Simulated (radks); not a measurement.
Co4+, 23 electrons, occupied as [Ar] 3d5 (the NIST ground configuration). Method: non-relativistic Kohn-Sham, TPSS, spin-polarised, spherical densities, point nucleus; open shells are filled with parallel spins first; meta-GGA in the generalised Kohn-Sham scheme; computed with a radial shooting solver on a logarithmic mesh with Libxc functionals.

Normalised radial functions P(r) = r R(r), r in bohr:

r           3s up  3p down
0.005981   0.1643   0.0073
0.007726   0.2019   0.0119
0.009981   0.2445   0.0193
0.013      0.2913   0.0314
0.01679    0.3355   0.0497
0.02169    0.3713   0.0777
0.02824    0.3879   0.1207
0.03648    0.3689   0.1804
0.04712    0.2978   0.2611
0.06135    0.1544   0.3657
0.07925   -0.0555   0.4790
0.1024    -0.3121   0.5817
0.1333    -0.5605   0.6343
0.1722    -0.6838   0.5777
0.2224    -0.5831   0.3655
0.2896    -0.1920  -0.0272
0.3741     0.3908  -0.5118
0.4872     0.9762  -0.9682
0.6293     1.2704  -1.1995
0.8129     1.1788  -1.1362
1.059      0.8064  -0.8393
1.367      0.4108  -0.4827
1.766      0.1467  -0.2088
2.3        0.0326  -0.0605
2.971      0.0044  -0.0114
3.838      0.0003  -0.0012
4.997      0.0000  -0.0001
6.455      0.0000  0.0000

3s up: eigenvalue -163.69 eV, 2 radial nodes at r = 0.0746, 0.317 bohr, <r> = 0.767 bohr, 90 % of the charge inside 1.14 bohr. 3p down: eigenvalue -120.96 eV, 1 radial node at r = 0.285 bohr, <r> = 0.800 bohr, 90 % of the charge inside 1.22 bohr.
